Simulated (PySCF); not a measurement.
4-fluoro-2,3-dihydrofuran (C4H5FO), SMILES FC1=COCC1.

The structure is a stationary point at r2SCAN-D4/def2-SVP. A frequency run showed that this geometry is not a minimum. One conformer was computed; it need not be the lowest.

Calculation: PySCF 2.14.0 with TDDFT-LC-ωPBE/def2-SVPD.

Vertical excitations.  State labels are in the subgroup Cs.

| state | symmetry | energy (eV) | λ (nm) | f | main pairs |
|---|---|---|---|---|---|
| S1 | A' | 6.36 | 195 | 0.179 | HOMO→LUMO+1 93 % |
| S2 | A" | 6.46 | 192 | 0.007 | HOMO→LUMO 79 % |
| S3 | A" | 6.69 | 185 | 0.003 | HOMO→LUMO+2 59 %, HOMO→LUMO+4 13 % |
| S4 | A" | 7.53 | 165 | 0.003 | HOMO→LUMO+5 46 %, HOMO→LUMO+3 45 % |
| S5 | A" | 7.70 | 161 | 0.000 | HOMO→LUMO+3 39 %, HOMO→LUMO+5 29 %, HOMO→LUMO 11 %, HOMO→LUMO+2 10 % |
| S6 | A' | 8.14 | 152 | 0.010 | HOMO→LUMO+6 91 % |
| S7 | A" | 8.24 | 150 | 0.020 | HOMO→LUMO+4 62 %, HOMO→LUMO+2 16 % |
| S8 | A" | 8.86 | 140 | 0.018 | HOMO→LUMO+7 77 % |
| T1 | A' | 3.76 | 330 | 0 | HOMO→LUMO+1 76 %, HOMO→LUMO+6 15 % |
| T2 | A" | 6.28 | 197 | 0 | HOMO→LUMO+2 53 %, HOMO→LUMO+4 12 %, HOMO→LUMO 9 %, HOMO→LUMO+12 8 % |
| T3 | A" | 6.33 | 196 | 0 | HOMO→LUMO 66 %, HOMO→LUMO+5 14 % |
| T4 | A" | 7.34 | 169 | 0 | HOMO→LUMO+5 64 %, HOMO→LUMO+3 10 % |
Triplets are in the Tamm–Dancoff approximation, which puts them higher than full response would, so one can lie above its singlet here.
